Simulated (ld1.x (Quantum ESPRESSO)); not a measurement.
# Varying the TM potential for praseodymium (Pr)

Base potential:

* Element: praseodymium
* Generator: ld1.x (Quantum ESPRESSO) 7.5
* Type: norm-conserving Troullier–Martins (Kleinman–Bylander form)
* Functional: BP86
* Relativity: scalar-relativistic
* Frozen core: [Kr] 4d10
* Valence charge: 13
* Reference configuration: 4f3 5s2 5p6 5d0 6s1.5 6p0 (charge +0.5)
* Partial waves: 5s (bound): rc 2.40 bohr; 5p (bound): rc 2.60 bohr; 5d (bound, empty): rc 3.00 bohr; 4f (bound): rc 1.80 bohr
* Local potential: all-electron potential smoothed inside 2.60 bohr (lloc = -2)
* Core correction: Bessel-smoothed model core inside 1.75 bohr

Occupied shells without a wave of their own: 6s. They enter only through the test configuration that unscreens the potential, and ld1.x also counts them in the model core charge.

Cutoffs, loose and tight: the cutoffs (Ry, on a coarse ladder) from which the occupation-weighted sum of valence levels, in a spherical-Bessel basis at the reference potential, stays within 10 and 1 mRy of its value at 400 Ry. They do not see the model core or the augmentation charge, which bear on the density cutoff. Test errors are all-electron minus pseudo excitation energies from the reference, over the configurations 4f3 5s2 5p6 5d0 6s2 6p0; 4f3 5s2 5p6 5d0 6s1 6p0; 4f3 5s2 5p6 5d0 6s0 6p0; 4f2 5s2 5p6 5d0 6s2 6p0; 4f2 5s2 5p6 5d1 6s1 6p0; 4f1 5s2 5p6 5d0 6s0 6p0; 4f3 5s2 5p6 5d0 6s1 6p1. A dash means not determined; rows that change the core or the reference have their own tests. The largest error is taken over the tests solved by every variant that gives reliable tests at all: 4f1 5s2 5p6 5d0 6s0 6p0; 4f2 5s2 5p6 5d0 6s2 6p0; 4f2 5s2 5p6 5d1 6s1 6p0; 4f3 5s2 5p6 5d0 6s0 6p0; 4f3 5s2 5p6 5d0 6s1 6p0.

With those shells counted twice in exchange and correlation these files are broken, and their errors move erratically; no question is asked of them.

```csv
change,outcome,"cutoff, loose","cutoff, tight",bound ghosts,largest test error (meV)
base,"generated, misses its reference levels by 0.51 eV",110 Ry,140 Ry,none,-2396
reference 4f3 5s2 5p6 5d0 6s0 6p0,generated,110 Ry,140 Ry,none,+2351
wave 5d (bound): rc 3.00 bohr becomes 5d (bound): rc 2.86 bohr,"generated, misses its reference levels by 0.51 eV",110 Ry,140 Ry,none,-2396
local potential all-electron potential smoothed inside 2.16 bohr (lloc = -2),"generated, misses its reference levels by 0.53 eV",110 Ry,140 Ry,none,+3706
wave 5p (bound): rc 2.60 bohr becomes 5p (bound): rc 2.72 bohr,"generated, misses its reference levels by 0.51 eV",110 Ry,140 Ry,none,-2337
wave 5s (bound): rc 2.40 bohr becomes 5s (bound): rc 2.36 bohr,"generated, misses its reference levels by 0.50 eV",110 Ry,140 Ry,none,-2360
```
